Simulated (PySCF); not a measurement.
CHS2, SMILES S=C=[SH+], charge +1. Coordinates come from a B3LYP-D3(BJ)/def2-TZVP optimisation. The isomer is the one that the SMILES or the coordinates give; other isomers of the formula were not compared.

TDA-PBE/def2-SVPD (PySCF) puts the lowest singlet excitations at 3.35, 4.98, 5.92, 6.19, 6.83, 7.10 eV.

Task: What are the lowest excitation roots from ADC(2)/aug-cc-pVDZ run with PySCF? (An estimate is asked for; the answer gives what the named calculation found.)

Result: 3.80, 5.07, 6.41, 7.00, 7.15, 7.39 eV. S1 differs by 0.45 eV (second minus first; roots are paired by order, and the bases may differ).
